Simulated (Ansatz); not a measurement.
Pulling on the Se3–H4 bond in CdFHSe (SMILES [F][Cd][SeH]) (multiplicity 1 held, fragments rigid). Energies count from the point at 1.473 Å.
Geometry at that point (charge 0, multiplicity 1):
```xyz
4

Cd     0.418    -0.540     0.290
F      1.523    -1.957     1.065
Se    -0.971     1.219    -0.706
H     -0.768     2.087     0.468
```

R- and RO- levels are restricted; in cc, def2 and unpolarised 6-31G sets they are followed outwards from rest. Unrestricted levels (U-) break spin symmetry where that is lower. Levels need not reach the same state.

The values were computed with Ansatz (Gaussian orbitals).  In def2 rows elements past Kr take small-core potentials, without spin–orbit coupling.

Q: One of these levels gives 2.518 eV for the energy at R = 4.715 Å. Which?
(A) U-r2SCAN/def2-TZVPP
(B) R-B3LYP/def2-TZVPP
(C) U-HF/def2-TZVPP

A: C, U-HF/def2-TZVPP. The others give 3.609 (U-r2SCAN/def2-TZVPP), 5.423 (R-B3LYP/def2-TZVPP)

Doubts at one or more of the structures used: a spin-contaminated determinant (U-HF/def2-TZVPP, U-r2SCAN/def2-TZVPP); a restricted determinant that unrestricted orbitals would lower (R-B3LYP/def2-TZVPP).

Ansatz is a first-principles code.
